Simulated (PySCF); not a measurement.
# Reproducing measurements on benzonitrile

**The experiment to reproduce.**

NIST CCCBDB Release 22 (SRD 101), experimental dipoles lists, for the gas: dipole moment (microwave Stark effect, vibrational ground state) 4.515 ± 0.0068 D.

The runs below try to reproduce these values; the comparison stands at the end.

Species: benzonitrile, C7H5N.
Atom-mapped SMILES: `[N:1]#[C:2][c:3]1[cH:4][cH:5][cH:6][cH:7][cH:8]1` (hydrogens: H9 on C4; H10 on C5; H11 on C6; H12 on C7; H13 on C8)

Geometry (PBE0/def2-SVP, Å), atoms numbered from 1 in this order:
```xyz
13
C7H5N angstrom
N      3.576    0.680   -0.021
C      2.434    0.478   -0.034
C      1.023    0.229   -0.050
C      0.121    1.301    0.038
C     -1.247    1.053    0.021
C     -1.722   -0.254   -0.082
C     -0.827   -1.321   -0.169
C      0.544   -1.086   -0.154
H      0.503    2.321    0.118
H     -1.949    1.888    0.090
H     -2.798   -0.444   -0.094
H     -1.200   -2.344   -0.250
H      1.252   -1.914   -0.222
```

Runs made with PySCF (gas phase, on this PBE0/def2-SVP geometry; no spin–orbit coupling):

```
                      level                                          job  basis functions  wall time
PBE0/def2-SVP, grid level 1  geometry optimisation from a GFN2-xTB start              137       13 s
```

Hardware: one thread of an Arm Neoverse V2, no GPU (shared host).

## Comparison

**Dipole moment.** Measured: 4.515 D (NIST CCCBDB Release 22 (SRD 101), experimental dipoles).

```csv
level,computed (D),computed − measured (D),% (from the printed values)
PBE0/def2-SVP,4.462,-0.053,-1
```

The computed dipoles belong to one fixed geometry; measured ones are averaged over vibrations unless marked μe. Magnitudes are compared, not signs.

The geometry is computed, not the measured one. Where a level misses, the cause wasn't examined.
